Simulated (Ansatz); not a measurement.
Total energies of C₃H₇BO, SMILES `BC1(C)CO1`.

Cartesian coordinates in Å:
```
B 0.886 -1.302 -0.268
C 0.183 -0.010 0.169
C 0.318 1.300 -0.553
C -1.155 -0.348 0.750
O -0.133 0.119 1.571
H 1.219 -1.444 -1.409
H 1.022 -2.190 0.518
H 1.314 1.721 -0.397
H -0.415 2.025 -0.192
H 0.180 1.161 -1.628
H -1.962 0.349 0.528
H -1.458 -1.381 0.910
```

Total charge 0; spin multiplicity 1. Geometry: relaxed with PBE0-D4/def2-TZVP. Basis def2-TZVPP, Ansatz.

RPA on PBE orbitals: Hartree–Fock energy of these orbitals -217.18995 Eh, correlation -1.39009 Eh (frozen core).

| functional | kind | energy without D4 (Eh) | D4 term (kJ/mol) |
| --- | --- | --- | --- |
| PBE | GGA | -218.33323 | -20.5 |
| revPBE | GGA | -218.55425 | -71.0 |
| BLYP | GGA | -218.52860 | -46.2 |
| r2SCAN | meta-GGA | -218.49123 | -5.1 |
| PBE0 | global hybrid, 25 % exact exchange | -218.35770 | -17.1 |
| r2SCANh | meta-GGA hybrid, 10 % | -218.48150 | -5.3 |
| r2SCAN0 | meta-GGA hybrid, 25 % | -218.46800 | -5.9 |
| BHLYP | global hybrid, 50 % | -218.49310 | -22.6 |
| CAM-B3LYP | range-separated hybrid | -218.50859 | -17.0 |
| ωB97X-V | range-separated hybrid GGA with VV10 | -218.55881 | – |

Question: Give the same for LDA (SPW92), B97M-V, B3LYP, HSE06 (plane-wave form), LC-ωPBE, ωB97M-V, B2PLYP, PBE-QIDH. (Estimate.)

Answer: The calculation gave: 
| functional | kind | energy without D4 (Eh) | D4 term (kJ/mol) |
| --- | --- | --- | --- |
| LDA (SPW92) | LDA | -216.67818 | – |
| B97M-V | meta-GGA with VV10 | -218.61369 | – |
| B3LYP | global hybrid, 20 % | -218.63125 | -32.7 |
| HSE06 (plane-wave form) | screened hybrid | -218.34510 | -15.7 |
| LC-ωPBE | long-range corrected hybrid | -218.47992 | – |
| ωB97M-V | range-separated hybrid meta-GGA with VV10 | -218.52028 | – |
| B2PLYP | double hybrid | -218.43156 | – |
| PBE-QIDH | double hybrid | -218.32473 | – |

B3LYP takes the VWN-RPA correlation (the form of Gaussian; ORCA's B3LYP/G). HSE06 is the plane-wave form, built on full-range PBE exchange. The double hybrids freeze the cores in their second-order part.

LC-ωPBE has ω = 0.4 bohr⁻¹.
